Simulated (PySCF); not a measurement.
# Working out the electron affinity of Te

Te⁻ [Kr] 4d10 5s2 5p5 (2P) → Te [Kr] 4d10 5s2 5p4 (3P). All numbers are calculated (PySCF 2.14, a scalar-relativistic core potential, in def2-TZVPPD with the def2 core potential (28 electrons) (7s6p4d2f, 59 functions)). Frozen: 4s2 4p6 4d10. Energies in hartree (1 hartree = 27.21139 eV):

```
            part  Te⁻ (lower)   Te (upper)
             UHF  -267.044389  -267.005646
CCSD correlation    -0.129551    -0.102212
             (T)    -0.005084    -0.003200
```

**Question.** What does Hartree-Fock give?

**Answer.** (-267.005646) − (-267.044389) = 0.038743 hartree = 1.054 eV.

**Question.** What do CCSD and CCSD(T) give?

**Answer.** The CCSD correlation energies differ by 0.027339 hartree = 0.744 eV and the triples by 0.001884 hartree = 0.051 eV, so CCSD gives 1.798 eV and CCSD(T) 1.849 eV.

Reference: 1.971 eV (measured; photodetachment measurements, as compiled on the Wikipedia data page of electron affinities), between the lowest levels; spin-orbit coupling is absent from the calculation.

What remains against the reference includes basis incompleteness, the frozen core and higher excitations.
